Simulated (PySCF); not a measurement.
Frontier orbitals and the lowest excitations

Species: (H2In-mu-F)3.
Cartesian coordinates in Å at the PBE0-D3(BJ)/def2-SVP level; atoms count from 1:
```xyz
12
F3H6In3 angstrom
In    -0.8465    1.9892   -0.9091
H     -0.0426    3.3695   -0.3013
H     -2.0865    1.5097   -1.9854
F      0.7545    0.6871   -1.4272
In     1.6551   -1.2225   -1.1712
H      3.2364   -0.8286   -0.6548
H      0.8046   -2.2092   -2.2792
F      0.5946   -1.5208    0.6480
In    -0.7831   -0.7922    2.0937
H     -2.1310   -1.8281    1.9120
H      0.2269   -0.0944    3.2841
F     -1.2668    0.8576    0.8416
```

Theory: TDDFT CAM-B3LYP/def2-SVPD, vertical, gas phase, core orbitals frozen in the response, def2 core potentials past Kr (PySCF 2.14.0, density-fitted response routines). Spin–orbit coupling is left out.

Kohn–Sham orbitals with the atoms that hold most of them (Löwdin shares over 4%, at most four atoms; ? is withheld):

| orbital | ε (eV) | atoms |
| --- | --- | --- |
| HOMO-3 | -11.22 | In1 23%, F4 16%, F12 12%, H3 11% |
| HOMO-2 | -9.99 | In9 25%, H10 18%, H11 18%, In1 8% |
| HOMO-1 | -9.99 | In5 21%, In1 17%, H6 16%, H7 15% |
| HOMO | -9.78 | ? |
| LUMO | 0.03 | In9 34%, In5 24%, In1 8%, F8 8% |
| LUMO+1 | 0.04 | In1 36%, In5 20%, In9 11%, F4 7% |
| LUMO+2 | 0.24 | In1 19%, In5 19%, In9 18%, F4 6% |

**Question.** Which atoms hold the HOMO, and with what shares?

**Answer.** In9 (bonded to 2 F and 2 H) 12%; In5 (bonded to 2 F and 2 H) 11%; In1 (bonded to 2 F and 2 H) 11%; H11 (bonded to In) 10%. By element: indium 35%, hydrogen 10% or more.

Within 0.005 eV of a neighbour in this list lie HOMO-2/HOMO-1.

**Question.** The HOMO–LUMO gap is 9.81 eV. Where does the response calculation put the lowest singlet, and from which orbitals?

**Answer.** S1 is at 6.73 eV (f = 0.0000), 3.08 eV below the gap, made of HOMO→LUMO/LUMO+1 (≥53%), HOMO-2/HOMO-1→LUMO/LUMO+1 (≥27%). Without the coupling terms of the response equations the lowest excitation would equal the gap.

Next come S2 at 6.74 eV (f 0.0000), HOMO→LUMO/LUMO+1 (≥51%), HOMO-2/HOMO-1→LUMO/LUMO+1 (≥28%); S3 at 6.83 eV (f 0.0000), HOMO-2/HOMO-1→LUMO/LUMO+1 (≥70%), HOMO→LUMO+6 (14%); S4 at 7.11 eV (f 0.0041), HOMO→LUMO+2 (68%); S5 at 7.24 eV (f 0.0000), HOMO-2/HOMO-1→LUMO+2 (≥54%), HOMO→LUMO+4 (9%).

Orbitals of the list HOMO-3 to LUMO+2 that lie within 0.01 eV of each other are written together with a slash and their weights summed (≥ marks a lower bound); for degenerate orbitals outside that list single weights are arbitrary.

Löwdin shares depend on the basis, the more so with diffuse functions.

One conformer stands for the species.
